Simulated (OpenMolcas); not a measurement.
Exact exchange and the vertical energy of the triplet above the singlet of C2H5ClSi

C2H5ClSi: 9 atoms, total charge 0, spin state singlet. As SMILES, `ClC1C[SiH2]1`. Geometry: relaxed at PBE0-D4/def2-TZVP.

The vertical energy of the triplet above the singlet y, in eV, basis def2-SVP; a is the functional's share of exact exchange. Programs: OpenMolcas 26.06.

| functional | program | a | y (eV) |
| --- | --- | --- | --- |
| TPSS | OpenMolcas | 0 | 4.76 |
| r2SCAN | OpenMolcas | 0 | 4.69 |
| B3LYP | OpenMolcas | 0.2 | ? |
| PBE0 | OpenMolcas | 0.25 | 4.93 |
| BHLYP | OpenMolcas | 0.5 | 5.21 |

Task: Fit y = c + s·a to the known rows and predict B3LYP.

Result: 
1. Means of the 4 rows: a = 0.1875, y = 4.897.
2. Σ(Δa)² = 0.17188, Σ(Δa·Δy) = 0.16437, so the slope is 0.16437/0.17188 = 0.95631.
3. Intercept: 4.897 − (0.95631) × 0.1875 = 4.718. The largest residual of the fit is 0.042.
4. B3LYP: 4.718 + (0.95631) × 0.2 = 4.91 eV.

The run gave 4.96 eV, so the prediction is off by -0.05 eV, about the largest residual. The rows mix families of semi-local functionals, which the line can't see.
